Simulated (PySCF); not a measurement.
A run for PySCF: D3(BJ) and D4 dispersion corrections on C2H7F2N (a complex), monomers drawn apart or pushed together.

```python
from pyscf import gto
from pyscf.dispersion import dftd3, dftd4

mol = gto.M(
    atom='''
    C    -0.28235628   -0.60096315   -0.16686685
    N     0.25922160    0.61472378    0.44706474
    H    -1.03063703   -1.03298174    0.49794776
    H     0.51842747   -1.33387373   -0.27681043
    H    -0.74243522   -0.45189035   -1.15176554
    H    -0.46966179    1.30864798    0.56599624
    H     0.96804064    1.03219841   -0.14408010
    F    -1.08050341   -1.22755131    3.61081763
    C     0.03288322   -0.50652798    3.95424932
    F    -0.36150474    0.51561288    4.77124532
    H     0.46366240   -0.08879702    3.04329910
    H     0.69969615   -1.16019816    4.51933705
    ''',
    basis='def2-svp',
    charge=0, spin=0, verbose=0, max_memory=1800)
d3, d4 = {}, {}
for xc in ['hf', 'pbe', 'blyp', 'revpbe', 'tpss', 'r2scan', 'b3lyp', 'pbe0', 'bhlyp', 'camb3lyp', 'b2plyp']:
    d3[xc] = float(dftd3.DFTD3Dispersion(mol, xc=xc, version='d3bj', atm=False).get_dispersion()['energy'])
    print(f'D3(BJ) {xc:10s} {d3[xc]:14.8f} Eh')
for xc in ['hf', 'pbe', 'blyp', 'revpbe', 'tpss', 'r2scan', 'b3lyp', 'pbe0', 'bhlyp', 'camb3lyp', 'b2plyp']:
    d4[xc] = float(dftd4.DFTD4Dispersion(mol, xc={'camb3lyp': 'cam-b3lyp'}.get(xc, xc), atm=True).get_dispersion()['energy'])
    print(f'D4     {xc:10s} {d4[xc]:14.8f} Eh')
```

Program output:

```
D3(BJ) hf            -0.04372737 Eh
D3(BJ) pbe           -0.00522170 Eh
D3(BJ) blyp          -0.01028806 Eh
D3(BJ) revpbe        -0.01360430 Eh
D3(BJ) tpss          -0.00632457 Eh
D3(BJ) r2scan        -0.00156449 Eh
D3(BJ) b3lyp         -0.00834010 Eh
D3(BJ) pbe0          -0.00435112 Eh
D3(BJ) bhlyp         -0.00617464 Eh
D3(BJ) camb3lyp      -0.00369335 Eh
D3(BJ) b2plyp        -0.00366195 Eh
D4     hf            -0.01750739 Eh
D4     pbe           -0.00453769 Eh
D4     blyp          -0.00995970 Eh
D4     revpbe        -0.01651195 Eh
D4     tpss          -0.00608260 Eh
D4     r2scan        -0.00132942 Eh
D4     b3lyp         -0.00702781 Eh
D4     pbe0          -0.00383738 Eh
D4     bhlyp         -0.00467620 Eh
D4     camb3lyp      -0.00380708 Eh
D4     b2plyp        -0.00318354 Eh
```

The run finished.

Cost: around 0.04 core-seconds (rough).
